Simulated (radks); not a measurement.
Question: Species: Eu+. Configuration: [Xe] 4f7 6s0.75 5d0.25 (fractional occupations, a model configuration). Method: Dirac Kohn-Sham, PBEsol, spin-unpolarised, spherical densities, finite nucleus; open shells fill j = l - 1/2 first; Fermi nuclear charge, rms radius 5.1115 fm; computed with a radial shooting solver on a logarithmic mesh with Libxc functionals. Some entries of the table are withheld. Estimate them.

| orbital | occ. | eigenvalue (eV) | <r^2> (bohr^2) | <r> (bohr) |
|---|---|---|---|---|
| 1s1/2 | 2 | -48298.23 | 0.0006797 | 0.02233 |
| 2s1/2 | 2 | -7932.243 | 0.01063 | 0.09462 |
| 2p1/2 | 2 | -7527.054 | 0.007727 | 0.07908 |
| 2p3/2 | 4 | -6879.447 | 0.008965 | 0.08581 |
| 3s1/2 | 2 | -1749.344 | 0.07114 | 0.2493 |
| 3p1/2 | 2 | -1574.123 | 0.06637 | 0.2389 |
| 3p3/2 | 4 | -1442.139 | 0.07351 | 0.2518 |
| 3d3/2 | 4 | -1138.411 | 0.05889 | 0.2236 |
| 3d5/2 | 6 | -1109.681 | 0.06089 | 0.2276 |
| 4s1/2 | 2 | -351.3937 | (1) | 0.5662 |
| 4p1/2 | 2 | -283.7151 | (2) | (3) |
| 4p3/2 | 4 | -254.5455 | (4) | (5) |
| 4d3/2 | 4 | -143.0602 | 0.4886 | 0.6486 |
| 4d5/2 | 6 | -137.8294 | 0.5045 | 0.6591 |
| 5s1/2 | 2 | -50.2938 | 2.153 | 1.383 |
| 5p1/2 | 2 | -32.1789 | 2.777 | 1.562 |
| 5p3/2 | 4 | -28.3760 | 3.143 | 1.662 |
| 4f5/2 | 6 | -8.6188 | 1.286 | 0.9641 |
| 6s1/2 | 0.75 | -8.2729 | 16.94 | 3.880 |
| 4f7/2 | 1 | -8.0049 | 1.351 | 0.9842 |
| 5d3/2 | 0.25 | (6) | 9.494 | 2.808 |
| 5d5/2 | 0 | (7) | 10.01 | 2.883 |

Answer: 
(1) 4s1/2 <r^2> (bohr^2): 0.3622
(2) 4p1/2 <r^2> (bohr^2): 0.3822
(3) 4p1/2 <r> (bohr): 0.5793
(4) 4p3/2 <r^2> (bohr^2): 0.4218
(5) 4p3/2 <r> (bohr): 0.6088
(6) 5d3/2 eigenvalue (eV): -6.9367
(7) 5d5/2 eigenvalue (eV): -6.7035
